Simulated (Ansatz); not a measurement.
A geometry relaxed with Ansatz (an electronic-structure program) with B3LYP-D3(BJ)/def2-TZVP, charge 0, multiplicity 1:

```xyz
11

H     -1.8178    -0.8286     0.8878
H     -2.1246     0.9257     1.3759
C      1.6588    -0.2405    -0.5656
H     -0.3782     1.6762    -0.1356
S      2.6042    -1.4867    -0.1748
C      0.2023    -0.3108    -0.9131
H      2.0782     0.7677    -0.5854
C     -1.5639     0.2193     0.7775
C     -0.6134     0.6186    -0.0555
H      0.1051    -0.0029    -1.9642
H     -0.1507    -1.3380    -0.8299
```

Problem. Write the SMILES of this molecule.

Solution. `C=CCC=S`
